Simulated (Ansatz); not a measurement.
Reaction: SiAsH5 (SMILES [AsH2][SiH3]) → SiAsH4 (SMILES [SiH3][AsH], doublet) + H (doublet) (the As-H bond breaks)
Each species at its own B3LYP-D3(BJ)/def2-TZVP minimum (Ansatz, a first-principles code).

Property: bond dissociation energy (electronic), in kJ/mol. Open shells are spin-unrestricted; no spin-orbit coupling. Cores are frozen in correlated methods (noble-gas shells, and filled d and f shells in the p block). No relativity. CBS(X,Y): correlation extrapolated as X^-3, Hartree-Fock from the larger set. A bracket is a step between two methods taken in the basis named. Double hybrids freeze cores in their MP2 part. For partners of very few electrons the exact lower level stands in for a higher one.

CCSD(T)/CBS(def2-TZVPP,def2-QZVPP) + [CCSDT(Q) - CCSD(T)]/def2-TZVPP (Ansatz) gives 328.2 kJ/mol.

Task: What does PBE/def2-TZVPD (Ansatz) give here, and how do the other levels compare?

Result: PBE gives 317.6 kJ/mol, 10.6 kJ/mol below it. Differences of the others: PBE0/def2-TZVPD (Ansatz) -12.1; B2PLYP/def2-TZVPD (Ansatz) -9.5; CCSD(T)/CBS(def2-TZVPP,def2-QZVPP) (Ansatz) 0.0 kJ/mol.
